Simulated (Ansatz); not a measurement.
Species: C₅H₅, charge 0, multiplicity 2. It need not be the lowest isomer of its formula. SMILES: [C]1=CC=CC1
Coordinates optimised at B3LYP-D3(BJ)/def2-TZVP (Ansatz, a quantum-chemistry and plane-wave program):
```xyz
10

C     -0.9564     0.8257    -0.1996
C      0.3237     1.1823    -0.1517
C      1.2486     0.0403     0.0928
C      0.2635    -1.1046     0.1866
C     -0.9852    -0.6374     0.0176
H     -1.8225     1.4491    -0.3617
H      1.8291     0.1635     1.0125
H      1.9664    -0.0967    -0.7220
H      0.5548    -2.1293     0.3633
H     -1.8931    -1.2247     0.0338
```
Charge 0, spin multiplicity 2.

Parts of the frozen-core correlation energy in 6-31G* (Ansatz, hartree). Frozen orbitals: 5; correlated occupied orbitals by spin: 13 and 12; virtual: 67 and 68. Open shells are spin-unrestricted. Spin-orbit coupling is left out. Non-relativistic.

```tsv
term	value
reference (HF)	-192.14903
MP2 opposite-spin	-0.42137
MP2 same-spin	-0.14915
CCSD correlation	-0.63655
(T)	-0.02689
T1 diagnostic	0.049
largest doubles amplitude	0.101
<S^2> of the reference	1.304
```
